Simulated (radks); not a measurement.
Effect of the nuclear size on the molybdenum ion Mo2+, [Kr] 4d4. Method: Dirac Kohn-Sham, exchange-only LDA, spin-unpolarised, spherical densities, finite nucleus; open shells fill j = l - 1/2 first; Fermi nuclear charge, rms radius 4.4091 fm; computed with a radial shooting solver on a logarithmic mesh with Libxc functionals. The rms radius is varied about that value; shifts are against it.

| rms radius (fm) | total energy shift (eV) | density at nucleus (e/bohr^3) | 1s1/2 shift (meV) | 2s1/2 shift (meV) | 4s1/2 shift (meV) | 4p1/2 shift (meV) | 5s1/2 (empty) shift (meV) |
|---|---|---|---|---|---|---|---|
| 3.6155 | -0.487 | 9.241e+04 | -206 | -22.0 | -0.659 | 0.041 | -0.093 |
| 4.1093 | -0.194 | 9.114e+04 | -82.0 | -8.78 | -0.262 | 0.016 | -0.037 |
| 4.4091 | 0 | 9.045e+04 | 0.000 | 0.000 | 0.000 | 0.000 | 0.000 |
| 4.731 | 0.222 | 8.976e+04 | 93.8 | 10.0 | 0.300 | -0.019 | 0.042 |
| 5.507 | 0.813 | 8.83e+04 | 344 | 36.8 | 1.10 | -0.068 | 0.155 |

Slopes of the eigenvalues against <r^2> in GHz/fm^2, as finite differences over the two radii next to the reference (eigenvalue slopes, not the field-shift constants of lines): 1s1/2 7730, 2s1/2 828, 4s1/2 24.8, 4p1/2 -1.53, 5s1/2 (empty) 3.49.
